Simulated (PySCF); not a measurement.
**Electron correlation in Cl⁺ (chlorine, charge +1)**

[Ne] 3s1 3p4 3d1, one real determinant (an excited configuration). Computed with PySCF 2.14 in dyall-acv3z (19s12p6d4f, 113 functions), with the non-relativistic Hamiltonian (point nucleus). Frozen: 1s2; 14 electrons correlated; the 15 highest virtual orbitals of each spin left out.

MP2 pair energies summed by pair of shells (mhartree):

| pair | energy | share (%) |
| --- | --- | --- |
| 2p-2p | -185.31 | 44.0 |
| 3p-3p | -78.14 | 18.6 |
| 2s-2p | -58.81 | 14.0 |
| 2p-3p | -36.71 | 8.7 |
| 3p-3d | -19.66 | 4.7 |
| 3s-3p | -11.48 | 2.7 |
| 2s-2s | -10.03 | 2.4 |
| 2p-3s | -7.79 | 1.8 |
| 2s-3p | -6.58 | 1.6 |
| 2p-3d | -3.23 | 0.8 |
| 2s-3s | -1.61 | 0.4 |
| 3s-3d | -1.31 | 0.3 |
| 2s-3d | -0.48 | 0.1 |

Total MP2 correlation energy: -421.12 mhartree.

Same-spin part -118.79 and opposite-spin part -302.33 mhartree; SCS-MP2 scales them by 1/3 and 6/5 to -402.39 mhartree.

The reference is one real determinant that mixes LS terms of this configuration.
